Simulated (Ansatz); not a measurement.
```yaml
crystal:
  periodic: [false, false, false]
  atoms:
    - {symbol: O, position_ang: [1.034269, 1.199181, -1.646276]}
    - {symbol: Al, position_ang: [0.751203, -0.390913, -1.164588]}
    - {symbol: F, position_ang: [1.346789, -1.643715, -2.057076]}
    - {symbol: C, position_ang: [-0.278689, -0.745190, 0.442900]}
    - {symbol: C, position_ang: [-0.739884, 0.478112, 1.186384]}
    - {symbol: F, position_ang: [-1.471307, 0.118731, 2.313994]}
    - {symbol: H, position_ang: [1.526749, 1.463877, -2.421087]}
    - {symbol: H, position_ang: [-1.143690, -1.356621, 0.159130]}
    - {symbol: H, position_ang: [0.329236, -1.376042, 1.102143]}
    - {symbol: H, position_ang: [0.100386, 1.086992, 1.532622]}
    - {symbol: H, position_ang: [-1.389661, 1.108587, 0.572554]}
basis:
  gaussian: {orbitals: x2c-TZVPPall}
total_charge: -1
magnetization: {spin_polarized: true, initial_magnetization: 1}
hamiltonian: {xc: {name: HF}}
correlation: {active_space: {window: {electrons: 6, orbitals: 2}}}
```

```sh
$ ansatz run in.yaml --threads 4 --pin off --events-out ev --progress --plain --max-ram 10444MiB
```

Shortened log:

```
Error: invalid value for `correlation.active_space`: it starts from restricted Hartree–Fock orbitals; set hamiltonian.xc: hf without magnetization.spin_polarized
```
